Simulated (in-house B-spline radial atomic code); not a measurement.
**Correlation energy from the adiabatic connection: ω²r²/2 − Z/r, ω = 0.134, Z = -0.5**

Two electrons in a singlet, external potential ω²r²/2 − Z/r, ω = 0.134, Z = -0.5 (atomic units). Full CI in B-splines (partial waves to l = 8, correlation up to 0.6 % small) with the density held fixed gives W(λ) = <V_ee>_λ − U, and E_c is the integral of W(λ) − W(0) from 0 to 1.

| λ | W(λ) − W(0) (hartree) |
| --- | --- |
| 0 | 0.00000 |
| 0.02 | -0.00235 |
| 0.05 | -0.00568 |
| 0.12 | -0.01257 |
| 0.25 | -0.02275 |
| 0.4 | -0.03140 |
| 0.6 | -0.03958 |
| 0.8 | -0.04536 |
| 1 | -0.04964 |

**Question.** Integrate the table by the trapezoid rule.

**Answer.** The strips give -0.00002, -0.00012, -0.00064, -0.00230, -0.00406, -0.00710, -0.00849, -0.00950, which sum to -0.03223 hartree. The direct value, W(1) − W(0) + T_c with T_c = 0.01723, is -0.03241; the curve is convex, so chords lie above it and the trapezoids fall short in size by 0.55 %.

**Question.** Now use only three numbers: W(0) = -0.21074, the initial slope W'(0) = -0.1204 (extrapolated from the first points) and the strong-coupling limit of the point-charge-plus-continuum model, W∞ = -0.28033. What do second-order theory and the interpolation W(λ) = W∞ + (W(0) − W∞)/√(1 + 2χλ) of Seidl, Perdew and Levy give?

**Answer.** Second order keeps the slope alone: E_c = W'(0)/2 = -0.06020, +86 % in size against -0.03241. Matching the slope fixes χ = W'(0)/(W∞ − W(0)) = -0.1204/(-0.06959) = 1.73013. Integrating, with s = √(1 + 2χ) = 2.111934, E_c = −(W(0) − W∞)(s − 1)/(s + 1) = −0.06959 × 1.111934/3.111934 = -0.02487 hartree, -23.3 % in size against the full result. At λ = 1 the formula gives W − W(0) = -0.03664 against -0.04964. Part of the miss can come from the model's W∞, which here lies above the computed W at λ = 10, -0.28819.
